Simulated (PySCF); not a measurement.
C4H7ClSi2.
SMILES with atom numbers: `[CH:1]#[C:2][C@@H:3]1[SiH2:4][C@H:5]1[SiH2:6][Cl:7]`

Structure used (GFN2-xTB), in Å, numbered top down from 1:
```
atom  x, y, z in Å
C1     2.405   -0.452    2.002
C2     1.732   -0.193    1.044
C3     0.908    0.140   -0.063
Si4   -0.082    1.760   -0.106
C5    -0.622   -0.041    0.116
Si6   -1.526   -1.070   -1.169
Cl7   -3.515   -0.786   -0.921
H8     3.007   -0.692    2.827
H9     1.304   -0.233   -1.003
H10   -0.247    2.381   -1.408
H11   -0.041    2.609    1.070
H12   -0.883   -0.302    1.139
H13   -1.261   -2.502   -1.033
H14   -1.179   -0.617   -2.517
```

NICS is the negative of the GIAO shielding at a point without a nucleus: at the ring centre (0) and 1 Å above and below it (1); zz is the component along the ring normal. Level: GIAO PBE0/pcSseg-1 (PySCF, non-relativistic, gas phase) on the GFN2-xTB geometry, one conformer.

Ring bond lengths (Å), with Mayer bond orders in brackets: C3–Si4 1.899 (0.85), Si4–C5 1.894 (0.92), C5–C3 1.552 (0.84).

Question: What do the NICS probes read (ppm)?

Answer: 
```csv
ring,type,NICS(0),"NICS(1), two faces","NICS(1)zz, two faces",rms pucker (Å),"centre to ring atoms, mean (Å)"
C3–Si4–C5,3-membered ring with Si; formal bonds all single,-28.7,-7.6 / -9.2,-15.5 / -17.7,0.00,1.03
```

Question: What do they say, and how far can they be read as aromaticity?

Answer: 
- C3–Si4–C5: mean NICS(1)zz -16.6 ppm, shielded. C3, Si4, C5 have four or more neighbours, and the NICS criterion for π rings isn't applied. NICS(0) lies 20 ppm below the mean NICS(1).
